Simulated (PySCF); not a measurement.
B3LYP has the VWN-RPA correlation part, as in Gaussian. Delta-SCF ions had no search for a lower state. Excitations are Tamm–Dancoff values on a coarser integration grid. The basis has no diffuse functions, so Rydberg states are missing or too high.

BBr2I, SMILES `BrB(Br)I` (charge 0, multiplicity 1)

The numbers are results of B3LYP-D3(BJ)/def2-TZVP run with PySCF, not measurements.

```yaml
HOMO: -7.53 eV
dipole_moment: 0.15 D
HOMO–LUMO gap: 5.13 eV
LUMO: -2.40 eV
S1 excitation (TDA): 4.03 eV
S1 oscillator strength: 0.000
brightest of the four lowest singlets (TDA): 5.00 eV
T1 excitation (TDA): 3.89 eV
S1–T1 gap (TDA): 0.14 eV
vertical ionisation energy (Delta-SCF): 9.69 eV
total_energy: -5471.1336 Ha
cost: very roughly 2.4 core-minutes
```

```xyz
4

Br    -0.9785     1.6687    -0.0070
B     -0.0534     0.0011    -0.0002
Br    -1.0409    -1.6302    -0.0007
I      2.0728    -0.0396     0.0079
```
